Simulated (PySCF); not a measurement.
## Orbital picture of SiHg

PBE0 at R = 2.585 Å; PySCF, scalar-relativistic core potentials, basis sets Si def2-SVPD, Hg def2-SVPD with ECP60. State: ³Π (triplet), unpaired electrons σ ↑, π ↑, a second solution, started from another occupation. Only the outer orbitals are listed, counted within each symmetry, core potentials removing the inner ones.

```csv
spin,orbital,occ.,ε (eV),on Si (%),main shells (%)
α,3π,1,-12.40,1,99 Hg d
α,3π,1,-12.40,1,99 Hg d
α,1δ,1,-12.24,0,100 Hg d
α,1δ,1,-12.24,0,100 Hg d
α,7σ,1,-11.84,33,"64 Hg d, 32 Si s"
α,8σ,1,-8.40,36,"63 Hg s, 26 Si p, 8 Si s"
α,4π,1,-5.79,94,94 Si p
α,9σ,1,-4.62,53,"50 Si p, 24 Hg p, 21 Hg s"
α,4π,0,-3.66,90,"90 Si p, 9 Hg p"
α,5π,0,-0.10,15,"85 Hg p, 11 Si d"
α,5π,0,-0.05,18,"82 Hg p, 10 Si d"
β,3π,1,-12.31,1,99 Hg d
β,3π,1,-12.23,1,99 Hg d
β,1δ,1,-12.21,0,100 Hg d
β,1δ,1,-12.20,0,100 Hg d
β,7σ,1,-11.04,52,"52 Si s, 34 Hg d, 12 Hg s"
β,8σ,1,-7.52,34,"66 Hg s, 17 Si p, 16 Si s"
β,4π,0,-3.16,89,"89 Si p, 10 Hg p"
β,4π,0,-2.24,81,"81 Si p, 18 Hg p"
β,9σ,0,-1.94,54,"48 Si p, 32 Hg p, 12 Hg s"
```

Task: Which are the highest filled and the lowest empty level, where do they sit, and how wide is the gap?

Result: Highest filled α 9σ at -4.62 eV (in %: 50 Si p, 24 Hg p, 21 Hg s); lowest empty α 4π at -3.66 eV (in %: 90 Si p, 9 Hg p); the gap at PBE0 is 0.96 eV.

| Item | Value |
| --- | --- |
| bond order (Mayer) | 0.84 |
| ⟨S²⟩ | 2.010 |
| charge on Si (Mulliken, basis-dependent) | 0.02 |
| charge on Si (Löwdin, basis-dependent) | -0.01 |
| dipole moment (positive dipole means Si(−)Hg(+)) | -0.54 D |

Spin–orbit coupling is left out.
